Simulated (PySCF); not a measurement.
C4H5BO2, SMILES CC(=O)B(C#C)O. Atoms are numbered in the order given.

```xyz
12

C      2.7599     0.3461    -0.6652
C      1.6450    -0.0724    -0.3899
B      0.2287    -0.5656    -0.0867
O     -0.1124    -1.8786    -0.1020
C     -0.9089     0.4678     0.3609
C     -2.0407     0.8897    -0.5357
O     -0.8011     0.8589     1.5148
H      3.7417     0.7176    -0.9007
H      0.6429    -2.4617    -0.2628
H     -2.7001     1.6018    -0.0184
H     -1.6386     1.3414    -1.4589
H     -2.6132    -0.0006    -0.8480
```
Charge 0, spin multiplicity 1.

Geometry: r2SCAN-D4/def2-SVP. The structure was generated by enumeration, and PubChem lists no compound with its InChIKey, so it may never have been made. The values are those of a single conformer.

Two levels are set side by side: PBE/pcSseg-1 (PySCF) and PBE0/pcSseg-1 (PySCF). GIAO shifts against BF3 (¹¹B), H2O (¹⁷O), TMS (¹H), TMS (¹³C) at the same level; non-relativistic, no solvent, atoms listed together averaged. Differences are taken from unrounded values.

```
quantity              PBE
------------------  -----
δ(¹³C) of C1 (ppm)  103.3
δ(¹³C) of C2 (ppm)   92.0
δ(¹¹B) of B3 (ppm)   14.5
δ(¹⁷O) of O4 (ppm)  198.3
δ(¹³C) of C5 (ppm)  237.6
δ(¹³C) of C6 (ppm)   36.8
δ(¹⁷O) of O7 (ppm)  774.3
δ(¹H) of H8 (ppm)    3.08
δ(¹H) of H9 (ppm)    6.16
```

Task: These are the PBE values. What does PBE0 give? (The exact figures need the calculation; the answer reports its results.)

Result: 
```json
[
 {"quantity": "δ(¹³C) of C1 (ppm)", "PBE0": "107.2", "PBE minus PBE0": "-3.9"},
 {"quantity": "δ(¹³C) of C2 (ppm)", "PBE0": "90.9", "PBE minus PBE0": "1.1"},
 {"quantity": "δ(¹¹B) of B3 (ppm)", "PBE0": "16.5", "PBE minus PBE0": "-2.0"},
 {"quantity": "δ(¹⁷O) of O4 (ppm)", "PBE0": "183.9", "PBE minus PBE0": "14.3"},
 {"quantity": "δ(¹³C) of C5 (ppm)", "PBE0": "240.1", "PBE minus PBE0": "-2.5"},
 {"quantity": "δ(¹³C) of C6 (ppm)", "PBE0": "36.1", "PBE minus PBE0": "0.7"},
 {"quantity": "δ(¹⁷O) of O7 (ppm)", "PBE0": "797.0", "PBE minus PBE0": "-22.6"},
 {"quantity": "δ(¹H) of H8 (ppm)", "PBE0": "3.18", "PBE minus PBE0": "-0.10"},
 {"quantity": "δ(¹H) of H9 (ppm)", "PBE0": "6.03", "PBE minus PBE0": "0.13"}
]
```

Rough cost on one machine, each run with all the roots and properties that it gave: PBE0 against PBE within a factor of 2.
